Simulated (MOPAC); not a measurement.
Input for MOPAC: AM1 on BF2HSe (SMILES FB(F)[SeH]), a point of a torsion scan.

```
AM1 1SCF PRECISE CHARGE=0 THREADS=1
BF2HSe

F     -1.20988419 1     1.13997689 1     0.11895613 1
B     -0.68724079 1    -0.05407049 1     0.10139549 1
F     -1.48643619 1    -1.02041012 1    -0.25428587 1
Se     1.21262735 1    -0.37127034 1     0.52967742 1
H      0.99906258 1    -0.56034615 1     1.93909739 1
```

Output:

```
*******************************************************************************
 **                                                                           **
 **                              MOPAC v23.2.5                                **
 **                                                                           **
 *******************************************************************************
 ** MOPAC's Digital Object Identifier: https://doi.org/10.5281/zenodo.6511958 **
 **                                                                           **
 ** Please cite the open-source release paper for use of this MOPAC version:  **
 ** J. E. Moussa and J. J. P. Stewart (2026)                                  **
 ** MOPAC: An open-source semiempirical molecular orbital program             **
 ** J. Open Source Softw., 11(119), 8025, https://doi.org/10.21105/joss.08025 **
 *******************************************************************************

                              AM1 CALCULATION RESULTS

 *******************************************************************************
 *  AM1        - The AM1 Hamiltonian to be used
 *
 *
 *
 *                 CHARGE ON SYSTEM = 0
 *
 *
 *
 *  PRECISE    - TIGHTER CRITERIA TO BE USED
 *  1SCF       - DO 1 SCF AND THEN STOP
 *  THREADS=1  - MULTI-THREADING NOT USED
 *  T=         - A TIME OF 172800.0 SECONDS REQUESTED
 *  DUMP=N     - RESTART FILE WRITTEN EVERY 7200.0 SECONDS REQUESTED
 *******************************************************************************
AM1 1SCF PRECISE CHARGE=0 THREADS=1
 BF2HSe

   ATOM   CHEMICAL          X               Y               Z
  NUMBER   SYMBOL      (ANGSTROMS)     (ANGSTROMS)     (ANGSTROMS)

     1       F         -1.20988419  *   1.13997689  *   0.11895613  *
     2       B         -0.68724079  *  -0.05407049  *   0.10139549  *
     3       F         -1.48643619  *  -1.02041012  *  -0.25428587  *
     4      Se          1.21262735  *  -0.37127034  *   0.52967742  *
     5       H          0.99906258  *  -0.56034615  *   1.93909739  *



          CARTESIAN COORDINATES

    NO.       ATOM           X           Y           Z

     1         F         -1.2099      1.1400      0.1190
     2         B         -0.6872     -0.0541      0.1014
     3         F         -1.4864     -1.0204     -0.2543
     4        Se          1.2126     -0.3713      0.5297
     5         H          0.9991     -0.5603      1.9391

  H: (AM1): M.J.S. DEWAR ET AL, J. AM. CHEM. SOC. 107 3902-3909 (1985)
  B: (AM1): M.J.S. DEWAR ET AL, ORGANOMETALLICS, 7, 513-521 (1988)
  F: (AM1): M.J.S. DEWAR AND E. G. ZOEBISCH, THEOCHEM, 180, 1 (1988).
 Se: (AM1): J. J. P. STEWART, J. MOL. MOD., 10, 155-164 (2004)

           Empirical Formula: H F2 B Se  =     5 atoms



      MOLECULAR POINT GROUP   :   Cs


      RHF CALCULATION, NO. OF DOUBLY OCCUPIED LEVELS = 12


 -------------------------------------------------------------------------------
 AM1 1SCF PRECISE CHARGE=0 THREADS=1
 BF2HSe



     1SCF WAS SPECIFIED, SO BFGS WAS NOT USED
     SCF FIELD WAS ACHIEVED


                              AM1 CALCULATION
                                                       MOPAC v23.2.5 Linux




          FINAL HEAT OF FORMATION =       -164.35987 KCAL/MOL =    -687.68169 KJ/MOL


          COSMO AREA              =        101.14 SQUARE ANGSTROMS
          COSMO VOLUME            =         85.31 CUBIC ANGSTROMS

          IONIZATION POTENTIAL    =          8.160243 EV
          HOMO LUMO ENERGIES (EV) =         -8.160 -0.995
          NO. OF FILLED LEVELS    =         12
          MOLECULAR WEIGHT        =        128.7747         POINT GROUP:  Cs

          MOLECULAR DIMENSIONS (Angstroms)

            Atom       Atom       Distance
            H     5    F     3     3.34668
            F     1   Se     4     2.20440
           Se     4    H     5     1.14197


          SCF CALCULATIONS        =          1





   ATOM   CHEMICAL          X               Y               Z
  NUMBER   SYMBOL      (ANGSTROMS)     (ANGSTROMS)     (ANGSTROMS)

     1       F         -1.20988419  *   1.13997689  *   0.11895613  *
     2       B         -0.68724079  *  -0.05407049  *   0.10139549  *
     3       F         -1.48643619  *  -1.02041012  *  -0.25428587  *
     4      Se          1.21262735  *  -0.37127034  *   0.52967742  *
     5       H          0.99906258  *  -0.56034615  *   1.93909739  *

                             CARTESIAN COORDINATES

   1    F       -1.209884190     1.139976890     0.118956130
   2    B       -0.687240790    -0.054070490     0.101395490
   3    F       -1.486436190    -1.020410120    -0.254285870
   4   Se        1.212627350    -0.371270340     0.529677420
   5    H        0.999062580    -0.560346150     1.939097390


           Empirical Formula: H F2 B Se  =     5 atoms



      MOLECULAR POINT GROUP   :   Cs


                  EIGENVALUES
 -51.39257 -50.17580 -22.83948 -20.14463 -17.79452 -17.42260 -17.07722 -14.90778
 -14.77046 -12.73283 -11.11686  -8.16024  -0.99483   0.13211   1.58423   5.09616
   6.37340


              NET ATOMIC CHARGES AND DIPOLE CONTRIBUTIONS

  ATOM NO.   TYPE          CHARGE      No. of ELECS.   s-Pop       p-Pop
    1          F          -0.136684        7.1367     1.87727     5.25941
    2          B           0.209450        2.7905     1.16576     1.62479
    3          F          -0.136382        7.1364     1.87724     5.25914
    4         Se           0.077492        5.9225     1.96012     3.96239
    5          H          -0.013876        1.0139     1.01388
 DIPOLE           X         Y         Z       TOTAL
 POINT-CHG.     1.461    -0.235     0.258     1.503
 HYBRID        -1.094     0.067     0.512     1.209
 SUM            0.368    -0.168     0.770     0.870


          ATOMIC ORBITAL ELECTRON POPULATIONS

     Atom    s        px        py        pz
    1  F   1.87727   1.86017   1.55951   1.83973
    2  B   1.16576   0.67055   0.57034   0.38390
    3  F   1.87724   1.76078   1.69296   1.80541
    4 Se   1.96012   0.99259   1.95079   1.01901
    5  H   1.01388

 **********************
 *                    *
 * JOB ENDED NORMALLY *
 *                    *
 **********************




 == MOPAC DONE ==
```

The run finished.

Cost: roughly 0.020 core-seconds.
